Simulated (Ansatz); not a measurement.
`[F][Zr]([F])([SH])[SH]` at its PBE0-D4/def2-TZVP geometry, where that method's forces vanish. Total charge 0; spin multiplicity 1. Zr takes the def2 core potential.

```
atom   x (Å)   y (Å)   z (Å)
  F1   0.152  -2.127  -0.933
 Zr2   0.152  -0.628   0.216
  F3   0.605  -1.004   2.010
  S4  -2.090   0.310   0.041
  S5   1.761   1.052  -0.509
  H6  -1.763   1.295   0.902
  H7   1.183   1.103  -1.727
```

Problem. For each bond, give half the difference of the two atoms' forces along it (eV/Å; positive pushes the atoms apart) under PBE-D4, r2SCAN-D4, B3LYP-D4, ωB97M-V in def2-TZVPP. (Estimate.)

Solution. Computed: 
```csv
bond,length (Å),PBE-D4,r2SCAN-D4,B3LYP-D4,ωB97M-V
F1–Zr2,1.888,0.24,0.07,0.16,0.02
Zr2–F3,1.888,0.24,0.07,0.16,0.02
Zr2–S4,2.436,0.06,0.07,0.11,0.05
Zr2–S5,2.436,0.06,0.07,0.11,0.05
S4–H6,1.348,0.24,0.01,-0.01,-0.07
S5–H7,1.348,0.24,0.01,-0.01,-0.07
```

B3LYP here is the variant with VWN-RPA as its local correlation; programs differ in this.
